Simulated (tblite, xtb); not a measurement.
HN, triplet, at a GFN2-xTB geometry. Base run: GFN1-xTB run with xtb 6.7.1.

Geometry (Å):
```xyz
2

N      0.0000     0.0000    -0.1280
H      0.0000     0.0000     0.8957
```
Charge 0, spin multiplicity 3.
All else is at xtb's defaults.
Base energy -3.53728 Eh.

Programs used: tblite, xtb; a row that names a program was run with it.

Each row names what was changed in the base input (with any setting that the change needs).

| change | ΔE vs base (kcal/mol) | dipole (D) | SCF cycles |
|---|---|---|---|
| base | 0.000 | 2.24 | 6 |
| program = tblite; method = gfn1; option = --spin-polarized | -33.86 | - | - |
| gbsa = thf | -2.05 | 2.36 | 6 |
| acc = 0.1 | 0.000 | 2.24 | 7 |
| etemp = 3000 | -0.217 | 2.24 | 6 |
| program = tblite; method = gfn1; option = (--alpb, water) | -4.52 | - | - |
| file = coord | 0.000 | 2.24 | 6 |
| program = tblite; method = gfn1 | 0.000 | - | - |
| acc = 30 | 0.000 | 2.24 | 5 |

ALPB and GBSA are two models with their own fitted parameters for each solvent, which aren't always the measured dielectric constant.
